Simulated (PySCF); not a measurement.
Species: `FC(F)(F)Sc1ccco1`. The columns A, B, C and D hold Mulliken, IAO, Hirshfeld and ESP-fitted charges (e) of one PBE0/pcSseg-1 density (PySCF), in a shuffled order. Coordinates in Å (PBE0-D3(BJ)/def2-SVP); the density's dipole moment is (-2.50, -0.09, 0.65) D.

```json
{"atom": "F1", "x": "2.285", "y": "-0.280", "z": "1.303", "A": "-0.267", "B": "-0.090", "C": "-0.139", "D": "-0.243"}
{"atom": "C2", "x": "2.475", "y": "-0.012", "z": "0.016", "A": "+0.707", "B": "+0.239", "C": "+0.333", "D": "+0.693"}
{"atom": "F3", "x": "2.318", "y": "1.294", "z": "-0.145", "A": "-0.263", "B": "-0.088", "C": "-0.115", "D": "-0.240"}
{"atom": "F4", "x": "3.722", "y": "-0.336", "z": "-0.304", "A": "-0.267", "B": "-0.085", "C": "-0.074", "D": "-0.248"}
{"atom": "S5", "x": "1.371", "y": "-0.985", "z": "-1.065", "A": "+0.172", "B": "+0.006", "C": "-0.162", "D": "+0.128"}
{"atom": "C6", "x": "-0.160", "y": "-0.398", "z": "-0.496", "A": "-0.011", "B": "+0.012", "C": "+0.280", "D": "+0.010"}
{"atom": "C7", "x": "-1.008", "y": "-0.876", "z": "0.466", "A": "-0.186", "B": "-0.073", "C": "-0.110", "D": "-0.093"}
{"atom": "C8", "x": "-2.136", "y": "-0.007", "z": "0.465", "A": "-0.219", "B": "-0.082", "C": "-0.341", "D": "-0.159"}
{"atom": "C9", "x": "-1.883", "y": "0.926", "z": "-0.500", "A": "+0.027", "B": "+0.024", "C": "+0.017", "D": "+0.164"}
{"atom": "O10", "x": "-0.699", "y": "0.698", "z": "-1.087", "A": "-0.219", "B": "-0.064", "C": "-0.206", "D": "-0.344"}
{"atom": "H11", "x": "-0.828", "y": "-1.745", "z": "1.095", "A": "+0.177", "B": "+0.065", "C": "+0.135", "D": "+0.103"}
{"atom": "H12", "x": "-3.020", "y": "-0.064", "z": "1.097", "A": "+0.171", "B": "+0.064", "C": "+0.212", "D": "+0.111"}
{"atom": "H13", "x": "-2.441", "y": "1.785", "z": "-0.866", "A": "+0.178", "B": "+0.073", "C": "+0.172", "D": "+0.119"}
```

Problem. Which column most likely holds the ESP-fitted charges?

Solution. C. Σ q r misses the density's dipole by 0.03 D (C), 1.32 D (B), 1.48 D (D), 1.93 D (A). Charges fitted to the outside potential are the only set here that is tied to the molecule's multipoles.

Problem. And the Hirshfeld charges?

Solution. B. The mean sizes are 0.074 e (B), 0.177 e (C), 0.204 e (D), 0.220 e (A), and Hirshfeld charges are commonly the smallest of these schemes.

As computed, A = IAO, B = Hirshfeld, C = ESP-fitted, D = Mulliken. Hydrogens on carbon: IAO +0.17 to +0.18, Hirshfeld +0.06 to +0.07, ESP-fitted +0.14 to +0.21, Mulliken +0.10 to +0.12 e.

The Hirshfeld scheme weights the molecular density at each point by an atom's share of the summed free-atom densities. The Mulliken scheme counts on each atom the diagonal of the density matrix times the overlap matrix over that atom's basis functions.

One conformer (not necessarily the lowest) at the PBE0-D3(BJ)/def2-SVP geometry, without solvent, vibrations or thermal averaging.

Conformer computed: `[F:1][C:2]([F:3])([F:4])[S:5][c:6]1[cH:7][cH:8][cH:9][o:10]1`: F1–C2–S5–C6 61°, C2–S5–C6–C7 -93°.
